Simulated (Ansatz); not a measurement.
Computed with Ansatz (a quantum-chemistry and plane-wave program) with frozen-core CCSD(T)/cc-pVTZ // PBE0-D4/def2-TZVP.

Ansatz 0.2 input:
```yaml
crystal:
  periodic: [false, false, false]
  atoms:
    - { symbol: C, position_ang: [-0.753342, -0.050749, -0.058409] }
    - { symbol: B, position_ang: [0.794032, 0.020911, 0.038793] }
    - { symbol: Cl, position_ang: [1.788698, -1.418408, 0.060934] }
    - { symbol: Cl, position_ang: [1.605845, 1.569709, 0.153445] }
    - { symbol: H, position_ang: [-1.123809, 0.631618, -0.828635] }
    - { symbol: H, position_ang: [-1.184124, 0.302547, 0.885884] }
    - { symbol: H, position_ang: [-1.1273, -1.055629, -0.252009] }
basis:
  gaussian: { orbitals: cc-pVTZ }
correlation:
  method: ccsd_t
```

Output:

```
Functional definition: HF
982 factors; integrals over basis functions are off by at most 1.2e-3 eV
mean field evaluation 1: about -26759.1000 eV, gradient 2.6e1 eV
mean field evaluation 2: about -26759.3017 eV, gradient 2.6e1 eV
mean field evaluation 4: about -26761.2072 eV, gradient 2.5e0 eV
mean field evaluation 8: about -26761.2398 eV, gradient 1.8e-1 eV
mean field evaluation 16: about -26760.7166 eV, gradient 9.6e0 eV
mean field -26761.23996768 eV, -983.4574293923 hartree, gradient 2.7e-6 eV, S^2 0.000000; 0 other end points of the search recorded, 0 dependent functions left out
12 core orbitals not correlated
reference -26761.23996768 eV, -983.4574293923 hartree; 12, 12 occupied and 146, 146 virtual orbitals, 982 factors
second order -17.71573175 eV of doubles, -0.00000000 eV of singles
cycle   1  -18.52036511 eV  change   -8.0e-1 eV  update   8.3e-2
cycle   2  -18.90163959 eV  change   -3.8e-1 eV  update   2.3e-2
cycle   3  -18.97685372 eV  change   -7.5e-2 eV  update   1.2e-2
cycle   4  -18.96982814 eV  change    7.0e-3 eV  update   3.3e-3
cycle   5  -18.96873377 eV  change    1.1e-3 eV  update   1.3e-3
cycle   6  -18.96873397 eV  change   -1.9e-7 eV  update   3.6e-4
cycle   7  -18.96867720 eV  change    5.7e-5 eV  update   1.1e-4
cycle   8  -18.96870857 eV  change   -3.1e-5 eV  update   3.0e-5
cycle   9  -18.96871081 eV  change   -2.2e-6 eV  update   1.0e-5
perturbative correction -0.80273660 eV, -0.0295000258 hartree
Total energy: -26781.01141508 eV, -984.1840166828 hartree
```

Cost: about 90 core-seconds (a rough figure).
